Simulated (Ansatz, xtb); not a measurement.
Two conformers of C3H10OSi

Structure X: `CC[Si@H](C)O`, a singlet. Structure Y: `CC[Si@H](C)O`, a singlet. Both are isolated molecules in the gas phase, relaxed with PBE0-D3(BJ)/def2-SVP.

X (Å):

```yaml
atoms:
  - { symbol: C, position_ang: [-2.5143, -1.6384, 0.6827] }
  - { symbol: C, position_ang: [-1.2453, -1.8340, -0.1426] }
  - { symbol: C, position_ang: [0.9679, -0.6036, -1.9003] }
  - { symbol: O, position_ang: [-0.4136, 0.9558, 0.1729] }
  - { symbol: Si, position_ang: [-0.6201, -0.2603, -0.9638] }
  - { symbol: H, position_ang: [-2.3695, -0.8684, 1.4565] }
  - { symbol: H, position_ang: [-3.3538, -1.3033, 0.0529] }
  - { symbol: H, position_ang: [-2.8301, -2.5655, 1.1865] }
  - { symbol: H, position_ang: [-1.4028, -2.5915, -0.9318] }
  - { symbol: H, position_ang: [-0.4311, -2.2363, 0.4884] }
  - { symbol: H, position_ang: [-1.6597, 0.2824, -1.8869] }
  - { symbol: H, position_ang: [0.7977, -1.3469, -2.6958] }
  - { symbol: H, position_ang: [1.7507, -1.0028, -1.2349] }
  - { symbol: H, position_ang: [1.3557, 0.3133, -2.3701] }
  - { symbol: H, position_ang: [0.2398, 0.7931, 0.8587] }
```

Y (Å):

```xyz
15

C     0.0729   -2.3370    0.9005
C    -1.2483   -1.8991    0.2735
C    -0.5176    1.1191    0.2287
O    -1.9257   -0.0047    2.4048
Si   -1.7806   -0.1549    0.7404
H     0.3263   -3.3786    0.6477
H     0.9105   -1.7068    0.5617
H     0.0369   -2.2599    1.9986
H    -2.0599   -2.5918    0.5618
H    -1.1991   -1.9547   -0.8293
H    -3.1016    0.1216    0.0811
H     0.4463    0.9339    0.7273
H    -0.3530    1.0944   -0.8599
H    -0.8511    2.1313    0.5031
H    -2.6019   -0.5450    2.8224
```

Question: Estimate E(Y) − E(X) at the level CCSD(T)/def2-SVP + ΔMP2/def2-TZVPP.

Answer: Too close to call at this level: CCSD(T)/def2-SVP + ΔMP2/def2-TZVPP gives E(Y) − E(X) = −0.52 kcal/mol.

Level by level:

```
                             level              geometry  E(Y) − E(X) (kcal/mol)  departure from the last row (kcal/mol)  job, with rough time for the two
              PBE0-D3(BJ)/def2-SVP  PBE0-D3(BJ)/def2-SVP                     −0.67                                   −0.15             optimisation, 2.2 min
                       HF/def2-SVP  PBE0-D3(BJ)/def2-SVP                     −0.51                                    0.00           part of the CCSD(T) run
                      MP2/def2-SVP  PBE0-D3(BJ)/def2-SVP                     −0.72                                   −0.20           part of the CCSD(T) run
                  CCSD(T)/def2-SVP  PBE0-D3(BJ)/def2-SVP                     −0.68                                   −0.16                      single point
CCSD(T)/def2-SVP + ΔMP2/def2-TZVPP  PBE0-D3(BJ)/def2-SVP                     −0.52                                                        single point, 92 s
```

The largest departure from CCSD(T)/def2-SVP + ΔMP2/def2-TZVPP is that of MP2/def2-SVP, 0.20 kcal/mol. Levels run at GFN2-xTB geometries aren't shown. The last row adds to CCSD(T) the change of the MP2 difference between the two basis sets, here +0.16 kcal/mol.

With harmonic frequencies from PBE0-D3(BJ)/def2-SVP (ideal gas, rigid rotor, one conformer each, 298.15 K, 1 atm): on the last row, ΔE + ΔZPE = −0.44, ΔH = −0.49, ΔG = −0.39 kcal/mol.

The correlated steps freeze 9 core orbitals. Run with Ansatz 0.2.0; the last row on 2 threads of Intel(R) Xeon(R) Processor @ 2.50GHz (Skylake/Cascade Lake) on a shared host.
